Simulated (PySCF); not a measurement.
## Oxygen: a sound run and one with changed settings

Sound run: O²⁺ [He] 2s2 2p2, O³⁺ [He] 2s2 2p1. All numbers are calculated (PySCF 2.14, no relativity, point nucleus, in 6-31G* (3s2p1d, 14 functions)). In the sound run the correlated levels freeze 1s2. The sound run starts from symmetry-adapted Hartree-Fock orbitals and uses a fine grid where one is needed.

A second run was set up differently.

```csv
species,method,sound run (hartree),changed run (hartree),converged
O²⁺,MP2,-73.11429,-73.07072,yes
O²⁺,CCSD(T),-73.13686,-73.07149,yes
```

Ionisation energy of O²⁺:

| method | sound run (eV) | changed run (eV) |
| --- | --- | --- |
| UHF | 54.682 | 54.682 |
| MP2 | 54.742 | 54.775 |
| SCS-MP2 | 54.653 | 54.713 |
| CCSD | 54.482 | 54.796 |
| CCSD(T) | 54.486 | 54.796 |
| CCSDT | n/a | 54.796 |
| FCI | n/a | 54.796 |

What was changed?
A. level shift left on
B. a valence shell is frozen
C. basis contracted for another Hamiltonian
D. minimal basis

B. Freezing a valence shell removes pair correlation that changes on ionisation.
